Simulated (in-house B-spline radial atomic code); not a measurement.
RPA and G0W0 for the phosphorus ion P³⁺, [Ne] 3s2, as one setting changes: the highest l of the empty states. Start: Hartree-Fock. A dash marks a level of low quasi-particle weight. Computed with a B-spline radial code for spherical atoms: all electrons, non-relativistic, point nucleus, each spin shell either full or empty, empty states to the listed l with an (l + 1/2)⁻⁴ tail; G0W0 by contour deformation at full frequency.

```
highest l of the empty states  RPA summed (Eh)  RPA extrapolated (Eh)  G0W0 level (eV)
                            3         -0.58686               -0.64803        3s -51.45
                            4                ?                      ?                ?
                            5         -0.63476               -0.65388        3s -51.45
                            6          -0.6413               -0.65253        3s -51.45
                            7         -0.64479               -0.65192        3s -51.45
                            8         -0.64681               -0.65161        3s -51.45
                            9                ?                      ?                ?
                           10         -0.64886               -0.65128        3s -51.45
                           11         -0.64939                -0.6512        3s -51.45
```

Problem. What belongs in the row for 9?

Solution. RPA summed (Eh): -0.64805; RPA extrapolated (Eh): -0.65142; G0W0 level (eV): 3s -51.45.

Problem. What belongs in the row for 4?

Solution. RPA summed (Eh): -0.62103; RPA extrapolated (Eh): -0.65768; G0W0 level (eV): 3s -51.45.
